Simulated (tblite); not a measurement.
Compound: C₅H₆BF₃.
Atom-mapped SMILES: `[CH2:1]=[CH:2]/[CH:3]=[C:4](/[CH2:5][F:6])[B:7]([F:8])[F:9]` (hydrogens: H10, H11 on C1; H12 on C2; H13 on C3; H14, H15 on C5)

Computed with GFN2-xTB (tblite), gas phase: nudged elastic band of 9 images (0 to 8), spring 0.2 eV/Å², climbing image at the end, force threshold 0.05 eV/Å. No saddle search or frequency run followed, so the top image need not be a first-order saddle, and its height can exceed the method's true barrier by a kcal/mol or more.

The band describes a rotation about C5–C4 (sp3 C–F carbon, fully substituted alkene carbon), followed by the dihedral F6–C5–C4–B7, from the optimised start (-67°) to a second optimised geometry at 64°.

Task: How does the energy change from image to image?

Result: 
```
image  dihedral (°)  E (kJ/mol)  C5–C4 (Å)  F6···B7 (Å)  largest true force (eV/Å)
    0           -67        0.00      1.510         3.04                       0.01
    1           -49        0.92      1.509         2.91                       0.04
    2           -33        3.15      1.511         2.85                       0.05
    3           -17        5.80      1.513         2.83                       0.04
    4             1        7.62      1.514         2.84                       0.03
    5            17        7.49      1.513         2.85                       0.03
    6            34        5.69      1.512         2.88                       0.04
    7            52        3.24      1.511         2.95                       0.05
    8            64        0.04      1.510         3.02                       0.01
```

Barriers of this band. The top is image 4 at 1°: 7.6 kJ/mol in either direction, as the ends lie within 0.002 eV of each other (their dihedrals are equal and opposite within 4°). The central bond is 0.004 Å longer at the top than at the start.

Other torsions move too; by image: C3–C4–B7–F8 (167, 166, 164, 164, 166, 169, 172, 172, -166°).

Task: What rate follows at 298 K for crossing this barrier forward?

Result: Taking the electronic barrier for the free energy of activation (no zero-point or entropy terms, transmission 1), rate = (kT/h)·exp(−ΔE/kT) ≈ 3 × 10^11 s⁻¹, whose inverse is 3 × 10^-12 s. An error of 1 kcal/mol in the barrier changes this by a factor of 5, and the method and the loose band can each miss by that much or more. The barrier is only 3.1 kT, where transition-state theory is rough.

Task: How long is the path, and how are the images spaced?

Result: Cartesian distances between aligned neighbours (all atoms, Å): 0.58, 0.54, 0.53, 0.56, 0.50, 0.53, 0.60, 0.78; the sum is 4.62 Å, and the top lies 48 % of the way along.

The cost below is that of the whole band run. The run took 2.8 s wall on one thread, Arm Neoverse V1 (aarch64), on a shared host, and the process peaked at 0.18 GiB of memory.
